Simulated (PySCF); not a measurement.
## Assigning NMR signals

Mapped SMILES: `[CH2:1]=[CH:2][P@@:3]([CH3:4])(=[O:5])[N:6]([SiH3:7])[SiH3:8]`. Each H is labelled by its parent atom. Ha(C1) is cis to P3; Hb(C1) is trans to P3.

Theoretical values (PySCF 2.14.0 with density-fitted response routines): σ from GIAO-PBE0/pcSseg-1, GFN2-xTB structure. One computed conformer, no relativistic terms, rapidly exchanging positions averaged, no solvent model.

Referencing at the same level of theory: 13C (σref 186.93), 1H (σref 31.72) against TMS.

(1) Assign these signals to the numbered atoms. 13C{1H} NMR (computed): δ 140.8 (CH2), 139.2 (CH), 21.4 (CH3).

(2) Assign these signals to the numbered atoms. 1H NMR (300 MHz, computed): δ 6.80 (m, 1H), 6.62 (m, 1H), 6.49 (m, 1H), 4.70 (m, 6H), 1.59 (m, 3H).

Results:

(1) 
| δ (ppm) | atoms | environment | reason |
| --- | --- | --- | --- |
| 140.8 | C1 | terminal =CH2 carbon | the olefinic region |
| 139.2 | C2 | alkene CH | the olefinic region |
| 21.4 | C4 | methyl carbon bonded to P | – |

C1 and C2 lie closer than the usual error of such a calculation, so a measured spectrum could show them in the other order.

(2) 
| δ (ppm) | atoms | environment | reason |
| --- | --- | --- | --- |
| 6.80 | Ha(C1) | hydrogen on a terminal =CH2 carbon | attached to an sp2 carbon and in the plane of the double bond |
| 6.62 | H(C2) | hydrogen on an alkene CH | attached to an sp2 carbon and in the plane of the double bond |
| 6.49 | Hb(C1) | hydrogen on a terminal =CH2 carbon | attached to an sp2 carbon and in the plane of the double bond |
| 4.70 | H(Si7)/H(Si8) | hydrogen on a silicon bonded to N | – |
| 1.59 | H(C4) | hydrogen on a methyl carbon bonded to P | – |

Splittings by 31P in the carbon and heteronuclear signals aren't shown, as no couplings were computed. Shifts are as computed. Against solution values, carbons near 30 ppm lie about +3 ppm off and those near 130 ppm about +5 ppm. Of 1211 compounds with measured shifts, 218 miss one by over three times the rms of a fit or turn the order of signals round; such compounds aren't used in these exercises. Multiplicities follow the n + 1 count of equivalent neighbours, as no J values were calculated; m marks all less simple cases, F and P coupling included.
